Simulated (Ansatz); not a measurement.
Isolated molecules relaxed with PBE0-D4/def2-TZVP in Ansatz; ΔE leaves out vibrations. CBS: MP2 limit from def2 TZ/QZ plus the TZ coupled-cluster correction, frozen cores. This one scheme is used for every species. DFT in def2-TZVPP. def2 core potentials past Kr. For In outer-core shells are correlated without core-valence functions, which leaves a few kJ/mol of doubt a bond.

Reaction (substitution at a C–In bond): `N#[C][In]([F])[F]` + CH₃SH → `CSC#N` + `[F][InH][F]`

```
             level  ΔE (kcal/mol)
            PBE-D4            1.7
              PBE0            3.9
             BHLYP            6.6
         CAM-B3LYP            5.5
RPA@PBE/def2-TZVPP            9.4
     HF/def2-TZVPP           11.0
    MP2/def2-TZVPP            7.9
CCSD(T)/def2-TZVPP            8.9
```

(1) What does CCSD(T)/CBS give? (Best estimate.)

Largest T1 diagnostic among the species: 0.017.

## Answers

(1) The calculation gave: +8.0 kcal/mol. The listed levels differ from it by -6.3, -4.1, -1.4, -2.5, 1.4, 3.0, -0.1, 0.9 kcal/mol.

In def2-TZVPP, CCSD(T) changes the Hartree–Fock value by −2.2 kcal/mol (the triples alone add −0.7 kcal/mol) and MP2 by −3.2 kcal/mol. At CCSD(T), def2-SVP lies +1.7 kcal/mol from the extrapolated value and def2-TZVPP +0.8 kcal/mol.
